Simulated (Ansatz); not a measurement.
Calculated with Ansatz (gas phase, PBE0-D4/def2-TZVP geometries, no zero-point term in ΔE). CCSD(T)/CBS is the MP2 limit (def2-TZVPP, def2-QZVPP) plus CCSD(T) − MP2 in def2-TZVPP, frozen cores. DFT in def2-TZVPP. B3LYP here is the variant with VWN-RPA as its local correlation; programs differ in this. For Zn outer-core shells are correlated without core-valence functions, which leaves a few kJ/mol of doubt a bond. Scalar relativity is left out up to krypton. Each species was taken in one conformer, which may not be the lowest.

Consider the isomerisation: `C[SiH2][O][ZnH]` → `[SiH3]C[O][ZnH]`.

`C[SiH2][O][ZnH]`:

```xyz
10

C     1.092    1.370    0.305
Si    0.515   -0.382    0.045
O    -1.082   -0.416   -0.245
Zn   -2.514   -1.402   -0.542
H     2.168    1.392    0.500
H     0.893    1.982   -0.578
H     0.583    1.825    1.158
H     0.848   -1.195    1.255
H     1.269   -0.980   -1.100
H    -3.773   -2.194   -0.799
```

`[SiH3]C[O][ZnH]`:

```xyz
10

Si    0.785   -0.872   -0.535
C     0.572    0.288    0.936
O    -0.322    1.315    0.592
Zn   -1.893    1.147   -0.240
H     1.434   -0.167   -1.672
H     1.522   -2.136   -0.252
H    -0.613   -1.211   -0.964
H     0.234   -0.278    1.818
H     1.537    0.732    1.217
H    -3.256    1.183   -0.900
```

CCSD(T)/CBS gives +240.9 kJ/mol.

(1) Another level gave +233.7 kJ/mol. Which?
A. CCSD(T)/def2-TZVPP
B. PBE-D4/def2-TZVPP
C. PBE0/def2-TZVPP
D. B3LYP/def2-TZVPP

Largest T1 diagnostic among the species: 0.017.

## Answers

(1) D. B3LYP 233.7, PBE0 228.4, CCSD(T)/def2-TZVPP 239.1, PBE-D4 214.3 kJ/mol.

From PBE to PBE0 (25 % exact exchange), in def2-TZVPP and without D4, ΔE moves by +12.3 kJ/mol. In def2-TZVPP, CCSD(T) changes the Hartree–Fock value by −17.0 kJ/mol (the triples alone add −4.1 kJ/mol) and MP2 by −6.3 kJ/mol.
